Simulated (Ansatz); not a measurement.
# Two structures, one formula

Two relaxed structures of GeH₄SO, singlet (PBE0-D4/def2-TZVP; forces vanish, vibrations not checked).

A:

| atom | x (Å) | y (Å) | z (Å) |
| --- | --- | --- | --- |
| O1 | 0.8759 | 1.1622 | -0.4953 |
| S2 | -1.6581 | -0.2012 | 1.2743 |
| Ge3 | -1.4322 | -2.0100 | 0.0221 |
| H4 | -0.2017 | -1.4179 | -0.8289 |
| H5 | 0.7799 | 0.3276 | -0.9682 |
| H6 | -0.6789 | 0.5642 | 0.7386 |
| H7 | 1.7510 | 1.1311 | -0.1012 |

B:

```xyz
7
angstrom
O -0.6124 -1.9247 0.2296
S -1.2464 -0.4364 0.6588
Ge 0.4351 0.8926 0.0411
H -0.9274 -2.1175 -0.6600
H 0.6758 0.7500 -1.4714
H -0.0345 2.3129 0.3897
H 1.7099 0.5231 0.8122
```

Computed with Ansatz 0.2.0 (basis: def2-TZVPP); correlated methods freeze the cores. Filled d shells of the heavier atoms are correlated. The def2 sets are not built for correlating such inner shells, so the correlated values are less sure here. B3LYP uses VWN-RPA correlation.

Problem. Which structure is lower at CCSD(T), and by how much? (To be estimated.)

Solution. By the calculation: A, by 0.595 eV (electronic energy, against the other). By their contacts, A is a complex of GeH₂S ([SH][GeH]) + H₂O and B is GeH₄SO ([OH][S][GeH3]).

All methods give the same order:

```
   method  E(B) − E(A) (eV)
   PBE-D4             0.703
r2SCAN-D4             0.563
  PBE0-D4             0.603
 B3LYP-D4             0.759
  wB97M-V             0.641
       HF             0.572
      MP2             0.578
     CCSD             0.584
  CCSD(T)             0.595
```

T1 diagnostic: at most 0.015.

Labels in which every atom is bracketed show which atoms are joined, not bond orders.

For scale, one of the runs: CCSD(T)/def2-TZVPP, 177 basis functions, launched by `ansatz run in.yaml --threads 2 --pin off --events-out ev --progress --plain --max-ram 4352MiB`. Hardware: 2 CPU threads of an Arm Neoverse V1, shared host. Wall time 57 s; peak host memory 1.6 GiB.
